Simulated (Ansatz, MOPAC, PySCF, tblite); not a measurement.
Dissociation curve of SiH (cation, charge +1), singlet.

Methods: RHF/3-21G = restricted Hartree-Fock/3-21G run with PySCF 2.14.0; PM7, restricted, heats of formation (MOPAC); GFN2-xTB, 300 K electronic temperature (tblite); FCI = full CI/def2-TZVP, frozen core (Ansatz, an electronic-structure program).

Energies relative to the lowest point of each curve near equilibrium, in kJ/mol; the last columns give the difference from FCI:

| R / Å | RHF/3-21G | PM7 | GFN2-xTB | FCI | RHF/3-21G − FCI | PM7 − FCI | GFN2-xTB − FCI |
|---|---|---|---|---|---|---|---|
| 1.22 | 114.3 | 62.5 | 124.7 | 105.6 | 8.8 | -43.0 | 19.1 |
| 1.31 | 47.3 | 22.8 | 43.7 | 42.8 | 4.4 | -20.0 | 0.8 |
| 1.36 | 24.7 | 9.8 | 20.6 | 22.0 | 2.7 | -12.2 | -1.4 |
| 1.42 | 8.3 | 1.5 | 5.7 | 7.0 | 1.3 | -5.5 | -1.3 |
| 1.45 | 3.6 | 0.0 | 2.0 | 2.8 | 0.8 | -2.8 | -0.9 |
| 1.52 | 0.0 | 2.3 | 0.0 | 0.0 | 0.0 | 2.3 | 0.0 |
| 1.56 | 1.7 | 6.8 | 2.0 | 1.9 | -0.2 | 4.9 | 0.0 |
| 1.63 | 9.6 | 19.3 | 9.0 | 10.0 | -0.4 | 9.3 | -1.0 |
| 1.64 | 11.1 | 21.5 | 10.3 | 11.6 | -0.4 | 10.0 | -1.2 |
| 1.76 | 35.6 | 54.2 | 29.6 | 35.9 | -0.3 | 18.3 | -6.2 |
| 1.86 | 61.6 | 87.6 | 49.1 | 61.3 | 0.3 | 26.3 | -12.2 |
| 2.04 | 114.5 | 153.9 | 87.7 | 111.1 | 3.4 | 42.7 | -23.4 |
| 2.28 | 189.1 | 240.3 | 140.9 | 174.2 | 14.9 | 66.1 | -33.3 |
| 2.51 | 259.4 | 311.1 | 189.8 | 223.4 | 36.0 | 87.6 | -33.6 |
| 2.72 | 319.7 | 362.6 | 230.1 | 256.8 | 63.0 | 105.8 | -26.6 |
| 3.02 | 396.8 | 416.2 | 277.7 | 287.3 | 109.5 | 129.0 | -9.6 |
| 3.34 | 465.6 | 453.8 | 313.8 | 304.1 | 161.6 | 149.7 | 9.8 |
| 3.77 | 537.1 | 484.3 | — | 313.3 | 223.8 | 171.0 | — |
| 4.17 | 584.7 | 500.9 | — | 316.2 | 268.6 | 184.7 | — |
| 4.62 | 621.3 | 512.3 | — | 317.3 | 304.0 | 195.1 | — |
| 5.44 | 657.5 | 523.5 | — | 317.7 | 339.8 | 205.8 | — |
| 6.10 | 671.3 | 528.4 | — | 317.8 | 353.6 | 210.6 | — |

RHF/3-21G is furthest from FCI at 6.10 (353.6 kJ/mol, above); its mean absolute difference over the points is 86.3 kJ/mol.

PM7 is furthest from FCI at 6.10 (210.6 kJ/mol, above); its mean absolute difference over the points is 77.4 kJ/mol.

GFN2-xTB is furthest from FCI at 2.51 (-33.6 kJ/mol, below); its mean absolute difference over the points is 10.6 kJ/mol.

Dashes: no converged value, or the column stops at the first point that the program doubted or that broke a chosen test of continuity, which isn't proof of a fault.

The restricted form behind RHF/3-21G, PM7 keeps the bonding electrons paired and can't separate into open-shell fragments.
